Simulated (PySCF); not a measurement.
SiHCl, SMILES [SiH]Cl (connectivity only; charge and spin as stated), neutral, multiplicity 1. Geometry: r2SCAN-D4/def2-TZVP. The isomer is the one that the SMILES or the coordinates give; other isomers of the formula were not compared.

TDDFT-M06-2X/def2-TZVPD run with PySCF puts the lowest singlet excitations at 2.55, 5.42, 5.47, 6.23, 6.24, 6.29 eV and the lowest triplet (TDA) at 1.58 eV.

What are the lowest singlet roots from EOM-CCSD/aug-cc-pVDZ run with PySCF? (The exact figures need the calculation; the answer reports its results.)

2.84, 5.70, 5.72, 6.29, 6.41, 6.63 eV; triplets 1.64, 4.68, 5.18 eV. S1 differs by 0.29 eV (second minus first; roots are paired by order, and the bases may differ).
